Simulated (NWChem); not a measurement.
System: C₂H₂F₃O₂ cation; SMILES O=C([OH2+])C(F)(F)F

```xyz
9

O     -1.3213    -1.4686    -0.0122
C     -0.3630    -0.8352    -0.0242
O      0.9971    -1.5997     0.0159
C     -0.0341     0.6851     0.0025
F      0.0284     1.0627     1.2521
F      1.1487     0.8495    -0.5825
F     -0.9640     1.3156    -0.6465
H      0.9562    -2.5759    -0.0771
H      1.8172    -1.1839    -0.3273
```
Atoms are numbered in this order, from 1.

Results from NWChem. Pople sets run with spherical d functions. Geometry: optimised at PBE0/def2-SVP. Atomic charges in e: unrestrained fits to the electrostatic potential beside Mulliken populations; buried atoms are poorly determined by the fit.

For level B3LYP/def2-SVP:

* **Mulliken O1**: 0.06
* **Mulliken C2**: 0.18
* **Mulliken O3**: -0.10
* **Mulliken C4**: 0.56
* **Mulliken F5**: -0.08

What are these values for level Hartree-Fock/6-31G*?

The Mulliken O1 is -0.30 and the Mulliken C2 is 0.69. The Mulliken O3 comes out as -0.86, the Mulliken C4 is 1.34 and the Mulliken F5 is -0.34.
